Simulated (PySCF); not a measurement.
## Spin states and ions at one geometry of La3

PySCF 2.14.0, UKS r2SCAN, La def2-SVP with ECP46; non-relativistic Hamiltonian with scalar-relativistic core potentials where named; density fitting; no spin-orbit coupling; singlets restricted, open shells unrestricted. The geometry is relaxed for charge 0, doublet, vacuum:

```xyz
3

La    0.0000    0.0000    3.0575
La    0.0000    0.0000    0.0359
La    0.0000    0.0000   -3.0935
```

Energies count from the relaxed state; an electron taken off or put on is at rest in vacuum. Charges and spins are Mulliken's.

| state | energy (eV) | spin squared | charge on La1 (e) | spin on La1 (e) | dipole about the centre of mass (D) |
| --- | --- | --- | --- | --- | --- |
| charge 0, doublet, vacuum | 0.00 | 2.66 | 0.23 | 0.99 | 0.37 |
| charge 0, quartet, vacuum | -0.02 | 4.92 | 0.08 | -0.56 | 2.04 |
| charge +1, singlet, vacuum | 5.19 | 0.00 | 1.02 | 0.00 | 1.16 |
| charge +1, triplet, vacuum | 4.61 | 3.28 | 0.85 | -0.77 | 2.02 |
| charge -1, singlet, vacuum | -0.72 | 0.00 | -0.39 | 0.00 | 0.20 |

**Question.** What does the state charge -1, triplet, vacuum give?

**Answer.** energy (eV) -1.03, spin squared 3.44, charge on La1 (e) -0.55, spin on La1 (e) 0.91, dipole about the centre of mass (D) 2.26.

With an electron taken off (triplet, the lower of the two states computed) the charges change, summed by element, by La +1.00 e. The vertical ionisation energy is 4.61 eV, against −ε(HOMO) = 3.18 eV over both spins of the relaxed state. The level lies 1.4 eV too high, as is usual for semilocal functionals and global hybrids, which keep a self-interaction error.

With an electron put on (triplet, the lower of the two states computed) the charges change, summed by element, by La -1.00 e. The vertical electron affinity is 1.03 eV, against −ε(LUMO) = 2.49 eV over both spins of the relaxed state. The basis has no diffuse functions, which an added electron needs. The added electron's level lies above zero.

Open shells may have lower solutions than those found. Hard to converge, so the more doubtful: charge +1, triplet, vacuum; charge -1, triplet, vacuum. Spin squared well over S(S+1) tells of spin contamination.

No frequency check is given that shows the relaxed geometry to be a minimum. The relaxed state is spin-contaminated (spin squared 2.66 against 0.75).
